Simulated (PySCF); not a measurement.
## How methods differ on the excitation energy of Ta⁺

Ta⁺ [Xe] 4f14 5d3 6s1 (5F) → Ta⁺ [Xe] 4f14 5d4 (5D), as a difference of total energies. All numbers are calculated (PySCF 2.14, a scalar-relativistic core potential, in aug-cc-pwCVTZ-PP with ECP60MDF (8s8p7d4f3g, 122 functions)). Correlated levels: valence: 5s2 5p6 frozen; valence and next inner shell: nothing frozen outside the core potential. The calculations carry no spin-orbit coupling.

```csv
method,excitation energy (eV)
UHF,1.603
PBE,1.418
PBE0,1.367
B97-3,1.394
B2PLYP,1.455
LC-wPBE,1.275
MP2 (valence),1.449
SCS-MP2 (valence),1.551
MP2 (valence and next inner shell),1.511
SCS-MP2 (valence and next inner shell),1.568
```

Q: Estimate what LDA gives.

A: 1.423 eV, closest to PBE among the rows shown.

Q: Estimate what r2SCAN gives.

A: 1.724 eV, closest to UHF among the rows shown.
